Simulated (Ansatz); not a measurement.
System: CH$_{3}$Se, charge 0, doublet. CH3Se (SMILES C[Se], doublet).
B3LYP-D3(BJ)/def2-TZVP minimum from Ansatz (a quantum-chemistry and plane-wave program):
```
C
H 1 1.0870
H 1 1.0870 2 111.39
H 1 1.0918 2 108.97 3 -120.24
Se 1 1.9534 2 110.54 4 -116.45
```
Charge 0, spin multiplicity 2.

Total energies in hartree (Ansatz). Open shells are spin-unrestricted; no spin-orbit coupling. Cores are frozen in correlated methods (noble-gas shells, and filled d and f shells in the p block). No relativity. Where a partner has so few electrons that a lower coupled-cluster level is exact, that level stands in.

| species | HF/cc-pVTZ | CCSD(T)/cc-pVTZ | HF/cc-pVQZ | CCSD(T)/cc-pVQZ | CCSDT(Q)/cc-pVTZ |
|---|---|---|---|---|---|
| 1: CH3Se (SMILES C[Se], doublet) | -2439.50243 | -2439.85374 | -2439.50822 | -2439.88129 | -2439.85513 |
| 2: C (triplet) | -37.69157 | -37.78076 | -37.69331 | -37.78654 | -37.78126 |
| 3: Se (triplet) | -2399.87209 | -2399.99441 | -2399.87500 | -2400.00700 | -2399.99510 |
| 4: H (doublet) | -0.49981 | -0.49981 | -0.49995 | -0.49995 | -0.49981 |

### Question
Work out the atomisation energy (electronic, to ground-state atoms) in kcal/mol: take Hartree-Fock from cc-pVQZ, extrapolate the CCSD(T) correlation energy as X^-3 (X = 3, 4), and add CCSDT(Q) - CCSD(T) in cc-pVTZ. 1 hartree = 627.51 kcal/mol.

### Answer

Species 1: correlation (64·(-0.37307) - 27·(-0.35131))/37 = -0.38895; step -0.00139; E1 = -2439.50822 + (-0.38895) + (-0.00139) = -2439.89856
Species 2: correlation (64·(-0.09323) - 27·(-0.08919))/37 = -0.09618; step -0.00050; E2 = -37.69331 + (-0.09618) + (-0.00050) = -37.78999
Species 3: correlation (64·(-0.13200) - 27·(-0.12232))/37 = -0.13906; step -0.00069; E3 = -2399.87500 + (-0.13906) + (-0.00069) = -2400.01475
Species 4: correlation (64·(0.00000) - 27·(0.00000))/37 = 0.00000; step +0.00000; E4 = -0.49995 + (0.00000) + (+0.00000) = -0.49995
-1·E1 +1·E2 +1·E3 +3·E4 = 0.59397 hartree = 372.7 kcal/mol.
